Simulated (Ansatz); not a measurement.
`C[CH2][Sn]([F])([F])[F]`: the same geometry under several functionals.

```yaml
crystal:
  periodic: [false, false, false]
  atoms:
    - {symbol: C, position_ang: [0.066665, -1.143336, 1.042584]}
    - {symbol: C, position_ang: [0.602049, -0.552669, -0.252744]}
    - {symbol: Sn, position_ang: [-0.357016, 1.268120, -0.770253]}
    - {symbol: F, position_ang: [-2.234599, 1.099702, -1.021962]}
    - {symbol: F, position_ang: [0.256111, 2.100939, -2.364725]}
    - {symbol: F, position_ang: [-0.193116, 2.619625, 0.557857]}
    - {symbol: H, position_ang: [0.590794, -2.075878, 1.266509]}
    - {symbol: H, position_ang: [-0.998532, -1.371392, 0.976344]}
    - {symbol: H, position_ang: [0.214705, -0.470227, 1.888759]}
    - {symbol: H, position_ang: [0.452391, -1.215523, -1.106796]}
    - {symbol: H, position_ang: [1.666048, -0.316460, -0.195071]}
basis:
  gaussian: {orbitals: def2-TZVPP}
hamiltonian: {xc: {name: PBE-QIDH}}
```

```sh
$ ansatz run in.yaml --threads 4 --pin off --events-out ev --progress --plain --max-ram 11315MiB
```

Shortened log:

```
Functional definition: PBE-QIDH
1849 factors; integrals over basis functions are off by at most 1.1e-3 eV
mean field evaluation 1: about -16107.3926 eV, gradient 6.2e1 eV
mean field evaluation 2: about -16107.5363 eV, gradient 6.2e1 eV
mean field evaluation 4: about -16113.9700 eV, gradient 4.2e0 eV
mean field evaluation 8: about -16114.0305 eV, gradient 5.9e-1 eV
mean field evaluation 16: about -16114.0311 eV, gradient 1.7e-4 eV
mean field -16114.03107236 eV, -592.1797194267 hartree, gradient 4.2e-6 eV, S^2 0.000000; 0 other end points of the search recorded, 0 dependent functions left out
9 core orbitals not correlated: weight in the atoms' cores, before any rotation towards them, 1.000 or more for the frozen orbitals, at most 0.000 for the correlated occupied ones
reference -16114.03108685 eV, -592.1797199592 hartree; 24, 24 occupied and 242, 242 virtual orbitals, 1849 factors
second order -43.17669426 eV of doubles, -0.00000000 eV of singles
Total energy: -16128.42331827 eV, -592.7086247085 hartree
```

Hardware: 4 threads of an Arm Neoverse V1 on a shared host. Wall time 8 s, peak host memory 0.83 GiB.

Changing it to `hamiltonian: {xc: {name: r2SCANh}, dispersion: d4}` (abridged; 6.5 s):

```
Functional definition: r2SCANh
mean field evaluation 16: about -16141.9506 eV, gradient 7.7e-4 eV
mean field -16141.95061541 eV, -593.2057437091 hartree, gradient 3.5e-5 eV, S^2 0.000000
Total energy: -16142.00950473 eV, -593.2079078519 hartree
```

Changing it to `hamiltonian: {xc: {name: BHLYP}, dispersion: d4}` (abridged; 4.3 s):

```
Functional definition: BHLYP
mean field evaluation 16: about -16138.8894 eV, gradient 1.2e-4 eV
mean field -16138.88941420 eV, -593.0932466397 hartree, gradient 5.3e-5 eV, S^2 0.000000
Total energy: -16139.17651674 eV, -593.1037974635 hartree
```

With the line `hamiltonian: {xc: {name: BLYP}, dispersion: d4}` (abridged; 2.7 s):

```
Functional definition: BLYP
mean field evaluation 16: about -16142.0394 eV, gradient 7.6e-4 eV
mean field -16142.03938804 eV, -593.2090060433 hartree, gradient 1.9e-5 eV, S^2 0.000000
Total energy: -16142.51991919 eV, -593.2266652372 hartree
```

Changing it to `hamiltonian: {xc: lda}` (abridged; 1.6 s):

```
Functional definition: SPW92
mean field evaluation 16: about -16063.7850 eV, gradient 9.9e-4 eV
mean field -16063.78503166 eV, -590.3332114890 hartree, gradient 6.7e-5 eV, S^2 0.000000
Total energy: -16063.78508510 eV, -590.3332134529 hartree
```

Changing it to `hamiltonian: {xc: {name: wB97M-V}}` and forces (abridged; 15 s):

```
Functional definition: wB97M-V
mean field evaluation 16: about -16140.7674 eV, gradient 1.1e-4 eV
mean field -16140.76740705 eV, -593.1622616040 hartree, gradient 4.4e-5 eV, S^2 0.000000
Total energy: -16140.76747365 eV, -593.1622640515 hartree
Atom 0 force    -0.059276    -0.132046     0.208622 eV/Å
Atom 1 force     0.070950     0.170295    -0.262073 eV/Å
Atom 2 force     0.056811    -0.120816     0.043998 eV/Å
Atom 3 force    -0.022181    -0.001265    -0.000903 eV/Å
Atom 4 force     0.004788     0.007930    -0.013725 eV/Å
Atom 5 force    -0.000174     0.015636     0.015980 eV/Å
Atom 6 force    -0.054897     0.084012    -0.009993 eV/Å
Atom 7 force     0.077796     0.025695    -0.000237 eV/Å
Atom 8 force    -0.013528    -0.041926    -0.069043 eV/Å
Atom 9 force     0.030227     0.041032     0.089050 eV/Å
Atom 10 force    -0.090517    -0.048547    -0.001677 eV/Å
Dipole moment:     0.460941    -0.911153     0.283191 e Å
```
